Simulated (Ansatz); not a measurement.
A nudged elastic band was laid between two geometries of ClFGeH2 + H (6 atoms, charge 0, multiplicity 2).

Level of theory: UKS PBE/def2-SVP (Ansatz 0.2.0).

```
movable images  : 3
climbing image  : no
spring          : 5.0 eV/Å²
optimiser       : quadratic models (default)
start path      : through a guess of the saddle point
force threshold : 0.05 eV/Å
iteration limit : 60
end points      : relaxed
```

Initial state:

```xyz
6
Properties=species:S:1:pos:R:3
Ge -0.014 0.000 -0.264
F 0.004 0.000 1.490
Cl 2.045 0.000 -0.927
H -0.684 1.319 -0.708
H -0.684 -1.319 -0.708
H -0.033 0.000 4.427
```

Final state:

```xyz
6
Properties=species:S:1:pos:R:3
Ge 0.390 -0.004 0.012
F -0.890 0.004 2.483
Cl 2.024 0.001 -1.462
H -0.440 1.292 -0.257
H -0.443 -1.296 -0.268
H -0.008 0.001 2.800
```

Task: Which bonds break or form, and what moves?

Result: Bonds broken: Ge1–F2. Bonds formed: F2–H6. ClFGeH2 + H becomes ClGeH2 + FH.

Task: Give the energies along the band, and the barrier.

Result: The run converged. The highest image is number 2 of 0 to 4, 0.060 eV above the first end and 0.531 eV above the last; the last end lies 0.471 eV below the first. No image climbed, so the highest image needn't sit at the top of the path. A band with more images between the same ends climbed to 0.70 eV, so this one has probably stepped over the top. So few images can step over the top or miss a turn of the path.

| image | path coordinate (Å) | energy (eV) | Ge1–F2 (Å) | F2–H6 (Å) |
| --- | --- | --- | --- | --- |
| 0 | 0.00 | 0.000 | 1.75 | 2.94 |
| 1 | 0.79 | 0.056 | 1.76 | 2.12 |
| 2 | 1.59 | 0.060 | 2.39 | 1.02 |
| 3 | 2.38 | -0.377 | 2.77 | 0.94 |
| 4 | 3.18 | -0.471 | 2.78 | 0.94 |

Task: What is the geometry of the highest image?

Result: 
```xyz
6
Properties=species:S:1:pos:R:3
Ge 0.036 0.000 -0.124
F 0.046 0.000 2.267
Cl 2.061 0.000 -0.954
H -0.687 1.313 -0.576
H -0.687 -1.313 -0.576
H -0.135 0.000 3.271
```

The band took 8 iterations and about 90 core-seconds.

Time of the run: 45 s on 2 threads of AMD EPYC 7R43 64-Core Processor (Zen 3), with other jobs on the host, peak memory 0.18 GiB.
